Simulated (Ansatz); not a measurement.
Input file for CH$_{4}$FGaGeO (`O=[CH][Ga]([F])[GeH3]`):

```yaml
crystal:
  periodic: [false, false, false]
  atoms:
    - {symbol: O, position_ang: [-1.147031, 2.367747, 0.800561]}
    - {symbol: C, position_ang: [-1.056560, 1.370857, 1.466053]}
    - {symbol: Ga, position_ang: [-0.175891, -0.301534, 0.695518]}
    - {symbol: F, position_ang: [-0.231737, -1.642034, 1.846149]}
    - {symbol: Ge, position_ang: [0.859367, -0.723081, -1.473294]}
    - {symbol: H, position_ang: [-1.459415, 1.359714, 2.506915]}
    - {symbol: H, position_ang: [-0.242672, -0.949849, -2.521121]}
    - {symbol: H, position_ang: [1.699883, 0.486803, -1.907689]}
    - {symbol: H, position_ang: [1.754067, -1.968633, -1.413091]}
basis:
  gaussian: {orbitals: def2-SVP}
correlation: {method: ccsd_t}
```

```sh
$ ansatz run in.yaml --threads 4 --pin off --events-out ev --progress --plain --max-ram 10444MiB
```

The program prints (abridged):

```
Functional definition: HF
1241 factors; integrals over basis functions are off by at most 1.4e-3 eV
mean field evaluation 1: about -114622.4126 eV, gradient 4.3e1 eV
mean field evaluation 2: about -114622.4462 eV, gradient 4.3e1 eV
mean field evaluation 4: about -114626.5678 eV, gradient 3.4e0 eV
mean field evaluation 8: about -114626.6405 eV, gradient 4.8e-1 eV
mean field evaluation 32: about -114619.5265 eV, gradient 4.2e-1 eV
mean field -114626.64293755 eV, -4212.4514312260 hartree, gradient 2.0e-6 eV, S^2 0.000000; 0 other end points of the search recorded, 0 dependent functions left out
21 core orbitals not correlated: weight in the atoms' cores, before any rotation towards them, 1.000 or more for the frozen orbitals, at most 0.000 for the correlated occupied ones
reference -114626.64293755 eV, -4212.4514312260 hartree; 24, 24 occupied and 81, 81 virtual orbitals, 1241 factors
second order -25.43932930 eV of doubles, -0.00000000 eV of singles
cycle   1  -24.79596599 eV  change    6.4e-1 eV  update   1.5e-1
cycle   2  -25.65842943 eV  change   -8.6e-1 eV  update   4.6e-2
cycle   3  -25.84725730 eV  change   -1.9e-1 eV  update   2.5e-2
cycle   4  -25.82874334 eV  change    1.9e-2 eV  update   6.6e-3
cycle   5  -25.82527920 eV  change    3.5e-3 eV  update   3.5e-3
cycle   6  -25.82753421 eV  change   -2.3e-3 eV  update   1.1e-3
cycle   7  -25.82716810 eV  change    3.7e-4 eV  update   4.8e-4
cycle   8  -25.82693572 eV  change    2.3e-4 eV  update   1.9e-4
cycle   9  -25.82697897 eV  change   -4.3e-5 eV  update   8.1e-5
cycle  10  -25.82702780 eV  change   -4.9e-5 eV  update   3.5e-5
perturbative correction -0.76618093 eV, -0.0281566299 hartree
Total energy: -114653.23614629 eV, -4213.4287136215 hartree
```

It took 6 s on 4 threads of an AMD EPYC 9R45 on a shared host, with 0.77 GiB of host memory at the peak.

The correlation energy is -26.593 eV, 2.9 % of it from (T); the T1 diagnostic reads 0.0148.
